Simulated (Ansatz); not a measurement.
Geometry optimisation, RKS B3LYP-D4/def2-SVP (Ansatz 0.2.0).

Input:

```yaml
crystal:
  periodic: [false, false, false]
  atoms:
    - { symbol: O, position_ang: [-1.1767, -0.4189, 1.2982] }
    - { symbol: C, position_ang: [-0.4439, -0.4801, 0.353] }
    - { symbol: Si, position_ang: [0.4441, 1.0411, -0.2638] }
    - { symbol: S, position_ang: [-0.0737, -1.9981, -0.4401] }
    - { symbol: H, position_ang: [0.1871, 1.3193, -1.7016] }
    - { symbol: H, position_ang: [0.1333, 2.2903, 0.5098] }
    - { symbol: H, position_ang: [1.9814, 0.8718, -0.1402] }
    - { symbol: H, position_ang: [-0.9595, -2.6826, 0.329] }
basis:
  gaussian: { orbitals: def2-SVP }
hamiltonian:
  xc: b3lyp
  dispersion: d4
relax:
  f_tol: 0.02
  max_steps: 40
scf:
  lower_state_search: "off"
```

Run as:

```bash
$ ansatz run input.yaml --threads 1 --pin off --max-ram 2048MiB --backend cpu --events-out ev --progress --plain --runs-dir out
```

Q: Where does it end, and by what steps?

A: The forces met the threshold. After 6 steps the energy has fallen by 0.186 eV; Si3 moved furthest, 0.09 Å.

```csv
step,energy less start (eV),largest force component (eV/Å),accepted
0,0.0000,1.937,yes
1,-0.1133,1.522,yes
2,-0.1181,1.618,yes
3,-0.1825,0.290,yes
4,-0.1820,0.419,no
5,-0.1857,0.038,yes
6,-0.1858,0.016,yes
```

```xyz
8
Properties=species:S:1:pos:R:3
O -1.228 -0.373 1.320
C -0.450 -0.443 0.404
Si 0.517 1.099 -0.279
S -0.083 -1.997 -0.460
H 0.166 1.287 -1.714
H 0.112 2.276 0.532
H 1.979 0.839 -0.157
H -0.922 -2.745 0.298
```

Run time: 33 s on 1 CPU thread of a shared host.
